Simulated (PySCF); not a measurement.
Compound: C₈H₇O (charge +1).
Atom-mapped SMILES: `[CH:1]#[C:2][CH2:3][c:4]1[cH:5][cH:6][cH:7][cH:8][o+:9]1` (hydrogens: H10 on C1; H11, H12 on C3; H13 on C5; H14 on C6; H15 on C7; H16 on C8)

Cartesian coordinates in Å at the GFN2-xTB level; atoms count from 1:
```xyz
16
C8H7O angstrom
C      3.459   -0.142    0.626
C      2.465   -0.507    0.071
C      1.277   -0.963   -0.626
C      0.019   -0.328   -0.158
C     -0.076    0.520    0.944
C     -1.311    1.046    1.281
C     -2.430    0.712    0.506
C     -2.242   -0.131   -0.559
O     -1.059   -0.620   -0.863
H      4.342    0.171    1.103
H      1.393   -0.788   -1.703
H      1.191   -2.052   -0.510
H      0.816    0.747    1.506
H     -1.413    1.706    2.129
H     -3.410    1.100    0.734
H     -3.029   -0.461   -1.225
```

The geometry is computed with GFN2-xTB (gas phase).

Take the most abundant isotopes and a rigid rotor. The values belong to one conformer with, in the numbering `[CH:1]#[C:2][CH2:3][c:4]1[cH:5][cH:6][cH:7][cH:8][o+:9]1`, C2–C3–C4–C5 -7°.

Task: What are A, B and C (MHz)?

Result: Ia = 113.77, Ib = 464.70, Ic = 574.60 u·Å²; 505379 MHz·u·Å²/I gives A = 4442, B = 1088, C = 879.5 MHz.

Task: What kind of rotor is it?

Result: An asymmetric top. Ray's parameter κ = (2B − A − C)/(A − C) = -0.883; −1 is the prolate and +1 the oblate limit.

Task: What does the inertial defect say?

Result: Not planar: Δ = Ic − Ia − Ib = -3.86 u·Å². For a rigid frame Δ = −2 Σ m c², so Σ m c² = 1.93 u·Å² lies off the ab plane: 1.62 from hydrogen and 0.31 from heavier atoms. The atom farthest from that plane is 1.01 Å away.

Task: Give the other two planar moments, Paa and Pbb, and the rms extents of the mass along the axes.

Result: Paa = Σ m a² = (Ib + Ic − Ia)/2 = 462.76 and Pbb = Σ m b² = (Ia + Ic − Ib)/2 = 111.84 u·Å². With the mass M = 119.05 u, the rms extents √(P/M) along a, b and c are 1.97, 0.97, 0.13 Å.

Task: List the rotational levels J(Ka,Kc) to J = 4 (MHz).

Result: Above 0(0,0):
J = 1: 1(0,1) 1967, 1(1,1) 5322, 1(1,0) 5530
J = 2: 2(0,2) 5892, 2(1,2) 9048, 2(1,1) 9672, 2(2,1) 19735, 2(2,0) 19745
J = 3: 3(0,3) 11756, 3(1,3) 14631, 3(1,2) 15879, 3(2,2) 25636, 3(2,1) 25683, 3(3,1) 42935, 3(3,0) 42935
J = 4: 4(0,4) 19531, 4(1,4) 22065, 4(1,3) 24144, 4(2,3) 33497, 4(2,2) 33637, 4(3,2) 50821, 4(3,1) 50823, 4(4,1) 75014, 4(4,0) 75014

Whether it is a minimum is left open (no frequencies). Constants of a rigid frame at the computed geometry: no zero-point averaging, no centrifugal distortion.
